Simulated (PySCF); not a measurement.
CH8FN3Si, SMILES [Si](N)(N)(CF)N.

The structure is a stationary point at B3LYP-D3(BJ)/def2-SVP. This is a generated structure with no PubChem entry under its InChIKey; it may be hypothetical. One conformer was computed; it need not be the lowest.

These are PySCF with SMD-PBE0/def2-SVP values and carry that method's errors.

Solvation free energies are E(SMD) − E(gas) at the gas-phase geometry, for 1 M in both phases. In vacuum the dipole moment is 1.65 D.

Question: Estimate the solvation free energies in water, chloroform, dichloromethane. (An estimate is asked for; the answer gives what the named calculation found.)

Answer: 
| solvent | ΔG(solv) (kcal/mol) | its non-electrostatic (CDS) part | dipole (D) |
|---|---|---|---|
| water | -3.6 | 5.6 | 1.91 |
| chloroform | -4.4 | 2.1 | 1.85 |
| dichloromethane | -5.5 | 2.3 | 1.88 |
